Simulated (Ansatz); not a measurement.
Stretching the As1–N2 bond in AsN (multiplicity 1 held). Energies count from the point at 1.611 Å.


Restricted levels (R-, RO-) in cc, def2 and unpolarised 6-31G sets keep to the state of the molecule at rest. Unrestricted levels (U-) break spin symmetry where that is lower. Curves can end on different states.

Cores are frozen in the correlated methods. Filled d and f shells under p-block atoms count as core.

The values were computed with Ansatz (a quantum-chemistry and plane-wave program) with Gaussian orbitals. 

Task: One of these levels gives 4.950 eV for the energy at R = 6.446 Å. Which one is it?
A. R-wB97X-V/cc-pVTZ
B. U-MP2/cc-pVTZ
C. U-B3LYP/cc-pVTZ
D. U-HF/cc-pVTZ

Result: C, U-B3LYP/cc-pVTZ. The others give 0.784 (U-HF/cc-pVTZ), 17.534 (R-wB97X-V/cc-pVTZ), 3.150 (U-MP2/cc-pVTZ)

Doubts at one or more of the structures used: a spin-contaminated determinant (U-HF/cc-pVTZ, U-B3LYP/cc-pVTZ, U-MP2/cc-pVTZ); a restricted determinant that unrestricted orbitals would lower (R-wB97X-V/cc-pVTZ).
